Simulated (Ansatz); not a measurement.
Cost and result for the atomization energy of `O[Si@H]1N[Si@@H](O)N1` (12 atoms, 12 bonds).

```json
{"atom": "O1", "x (Å)": "0.266", "y (Å)": "-0.993", "z (Å)": "2.306"}
{"atom": "Si2", "x (Å)": "-0.432", "y (Å)": "0.026", "z (Å)": "1.231"}
{"atom": "N3", "x (Å)": "-0.996", "y (Å)": "-0.642", "z (Å)": "-0.259"}
{"atom": "Si4", "x (Å)": "-0.075", "y (Å)": "0.461", "z (Å)": "-1.219"}
{"atom": "O5", "x (Å)": "0.942", "y (Å)": "-0.168", "z (Å)": "-2.336"}
{"atom": "N6", "x (Å)": "0.609", "y (Å)": "1.013", "z (Å)": "0.269"}
{"atom": "H7", "x (Å)": "0.962", "y (Å)": "-1.562", "z (Å)": "1.972"}
{"atom": "H8", "x (Å)": "-1.429", "y (Å)": "0.727", "z (Å)": "2.066"}
{"atom": "H9", "x (Å)": "-1.757", "y (Å)": "-1.255", "z (Å)": "-0.479"}
{"atom": "H10", "x (Å)": "-0.836", "y (Å)": "1.451", "z (Å)": "-2.008"}
{"atom": "H11", "x (Å)": "1.546", "y (Å)": "-0.850", "z (Å)": "-2.035"}
{"atom": "H12", "x (Å)": "1.199", "y (Å)": "1.791", "z (Å)": "0.493"}
```

The species carries charge 0 and has multiplicity 1. The structure was optimised at the PBE0-D4/def2-TZVP level. It is one conformer, not always the lowest. Program: Ansatz. All runs use 2 threads of an AMD EPYC 7R13 on a shared host and a share of an NVIDIA H100 80 GB. Times are those of one run each, without the atoms' runs, and a repeat can differ threefold. Electronic energies, without spin–orbit coupling; frozen cores. CCSD(T)/CBS adds CCSD(T) − MP2 in def2-TZVPP to the MP2 limit, and its time is that of the two runs behind it. T1 = 0.012. B3LYP takes the VWN-RPA correlation (the form of Gaussian; ORCA's B3LYP/G).

CCSD(T)/CBS is a level of theory with its own doubt, some kJ/mol a heavy atom from the limit and from the frozen cores, so smaller differences don't rank the functionals.

```
                             level  functions  wall time
                ωB97X-V/def2-TZVPP        292      3.7 s
  ωB97M-V/def2-TZVPP (with forces)        292      3.9 s
   PBE-D4/def2-TZVPP (with forces)        292      4.3 s
r2SCAN-D4/def2-TZVPP (with forces)        292      4.3 s
                 B2PLYP/def2-TZVPP        292      5.5 s
                PBE0-D4/def2-TZVPP        292        6 s
                CCSD(T)/def2-TZVPP        292      6.5 s
                    MP2/def2-QZVPP        548      6.5 s
 B3LYP-D4/def2-TZVPP (with forces)        292       13 s
                 CCSD(T)/CBS(def2)          –       13 s
```

(1) What atomization energy does each give, and how far from CCSD(T)/CBS? (Estimate.)

## Answers

(1) The calculation gave: 
```json
{"level": "ωB97X-V/def2-TZVPP", "atomization (kJ/mol)": "4689.0", "difference from CCSD(T)/CBS": "5.6", "per bond": "0.5"}
{"level": "ωB97M-V/def2-TZVPP (with forces)", "atomization (kJ/mol)": "4688.9", "difference from CCSD(T)/CBS": "5.5", "per bond": "0.5"}
{"level": "PBE-D4/def2-TZVPP (with forces)", "atomization (kJ/mol)": "4715.7", "difference from CCSD(T)/CBS": "32.3", "per bond": "2.7"}
{"level": "r2SCAN-D4/def2-TZVPP (with forces)", "atomization (kJ/mol)": "4646.2", "difference from CCSD(T)/CBS": "-37.2", "per bond": "-3.1"}
{"level": "B2PLYP/def2-TZVPP", "atomization (kJ/mol)": "4603.8", "difference from CCSD(T)/CBS": "-79.6", "per bond": "-6.6"}
{"level": "PBE0-D4/def2-TZVPP", "atomization (kJ/mol)": "4615.2", "difference from CCSD(T)/CBS": "-68.2", "per bond": "-5.7"}
{"level": "CCSD(T)/def2-TZVPP", "atomization (kJ/mol)": "4512.2", "difference from CCSD(T)/CBS": "-171.2", "per bond": "-14.3"}
{"level": "MP2/def2-QZVPP", "atomization (kJ/mol)": "4732.3", "difference from CCSD(T)/CBS": "48.9", "per bond": "4.1"}
{"level": "B3LYP-D4/def2-TZVPP (with forces)", "atomization (kJ/mol)": "4647.0", "difference from CCSD(T)/CBS": "-36.4", "per bond": "-3.0"}
{"level": "CCSD(T)/CBS(def2)", "atomization (kJ/mol)": "4683.4", "difference from CCSD(T)/CBS": "0.0", "per bond": "0.0"}
```

In def2-TZVPP, CCSD(T) changes the Hartree–Fock value by +1303.8 kJ/mol (the triples alone add +77.0 kJ/mol) and MP2 by +1420.0 kJ/mol; breaking electron pairs costs correlation energy, which Hartree–Fock lacks. The D4 term adds +49.9 kJ/mol with B3LYP and +26.1 kJ/mol with PBE0; it sums over pairs of atoms, weighted by their polarisabilities, and B3LYP, whose exchange is more repulsive, gets the larger term. From PBE to PBE0 (25 % exact exchange), in def2-TZVPP and without D4, the atomization energy moves by −95.8 kJ/mol: exact exchange takes away binding that semilocal exchange gives to molecules.
